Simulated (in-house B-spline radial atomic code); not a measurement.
Settings and results of a run for I⁸⁺. Method: non-relativistic LC-wPBE, spin-polarised, spherical fractional occupations, exact exchange averaged over the configuration, point nucleus. Calculated with an all-electron radial atomic-structure program (B-spline basis).

Command:
```bash
python run_scf.py task.json out
```
Settings:
```
Z                53
configuration    [Kr] 4d9
hamiltonian      nr
method           lc_wpbe
spin_polarised   True
exact_exchange   averaged over the configuration
```

Output (hartree, bohr):
```
 radial grid: 48 intervals, B-splines of order 8, outer radius 11.954 bohr

 iter        energy (Eh)    residual
    1       -6875.851574    1.24e+00
    2       -6895.518222    6.40e-01
    3       -6902.556757    1.76e-01
    4       -6903.038744    5.13e-02
    5       -6903.062411    2.15e-02
    6       -6903.070646    2.19e-03
    7       -6903.070688    1.02e-04
    8       -6903.070688    6.28e-06
    9       -6903.070688    2.72e-07

 total energy                     -6903.07069
 kinetic                            6900.6048
 electron-nucleus                 -16191.0905
 Hartree                            2559.3370
 exact exchange                       -9.7950
 exchange-correlation               -162.1269

 orbital      occ     eigenvalue          <r>       <r^2>       <1/r>       r_max
 1s up      1.000     -1167.6924    0.0286792      0.0011     52.4746     0.01899
 1s down    1.000     -1167.6924    0.0286792      0.0011     52.4746     0.01899
 2s up      1.000      -179.8504     0.123454   0.0178935      12.042      0.1049
 2s down    1.000      -179.8359     0.123451   0.0178928     12.0424      0.1049
 2p up      3.000      -169.2723     0.105145   0.0134351     12.0523     0.08203
 2p down    3.000      -169.2617     0.105141   0.0134341     12.0527     0.08203
 3s up      1.000       -39.8650       0.3276    0.122437     4.39667      0.2986
 3s down    1.000       -39.8591     0.327562      0.1224     4.39687      0.2986
 3p up      3.000       -35.4208        0.318    0.117074     4.32194      0.2852
 3p down    3.000       -35.4138     0.317962    0.117036     4.32204      0.2852
 3d up      5.000       -27.1730     0.288557   0.0983535     4.19061      0.2324
 3d down    5.000       -27.1613     0.288555   0.0983432     4.19036      0.2325
 4s up      1.000       -10.5742     0.761335    0.652888     1.81249      0.7049
 4s down    1.000       -10.5322      0.76148    0.653221     1.81227      0.7048
 4p up      3.000        -9.0000     0.791346    0.710453     1.71756      0.7226
 4p down    3.000        -8.9551     0.791543    0.710921     1.71729      0.7225
 4d up      5.000        -6.2728     0.870544    0.874708     1.50997       0.763
 4d down    4.000        -6.2331     0.871692    0.877395     1.50855      0.7631
```

Time taken, with all properties: 0.71 s on 1 thread of Arm Neoverse V1, with other jobs on the host.
